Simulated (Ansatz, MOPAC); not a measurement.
Species: C3H7Si (charge -1, singlet). SMILES: [CH-]=CC[SiH3]

Atoms: C1, C2, C3, Si4, H5, H6, H7, H8, H9, H10, H11. Bonds: C1-C2, C1-H5, C2-C3, C2-H6, C3-Si4, C3-H7, C3-H8, Si4-H9, Si4-H10, Si4-H11.

Bond lengths (Å) and angles (degrees) optimised at AM1 with MOPAC; PM7 with MOPAC; HF/STO-3G with Ansatz (a program for electronic structure); HF/3-21G with Ansatz, each started from the B3LYP-D3(BJ)/def2-TZVP structure (Ansatz) of the last column. A row stands for all coordinates that are equal there; 11 of 26 kinds are shown. No wavenumbers were computed at HF/STO-3G, so these may be saddle points.

```
coordinate    AM1    PM7  HF/STO-3G  HF/3-21G  B3LYP-D3(BJ)/def2-TZVP
----------  -----  -----  ---------  --------  ----------------------
C1-C2       1.330  1.323      1.332     1.347                   1.344
C1-H5       1.101  1.030      1.123     1.118                   1.112
C2-C3       1.477  1.522      1.546     1.545                   1.527
C2-H6       1.114  1.089      1.092     1.092                   1.108
C3-Si4      1.812  1.846      1.874     1.908                   1.870
C3-H7       1.120  1.109      1.092     1.090                   1.100
C3-H8       1.118  1.117      1.086     1.085                   1.095
Si4-H9      1.473  1.458      1.430     1.522                   1.507
C1-C2-C3    123.1  121.2      122.4     121.1                   122.4
C2-C3-Si4   105.9  108.7      114.0     107.5                   109.0
C2-C1-H5    119.0  136.2      105.3     109.1                   109.3
```

Mean signed difference of all 10 bond lengths from B3LYP-D3(BJ)/def2-TZVP: AM1 -0.016 Å, PM7 -0.024 Å, HF/STO-3G -0.021 Å, HF/3-21G 0.006 Å.
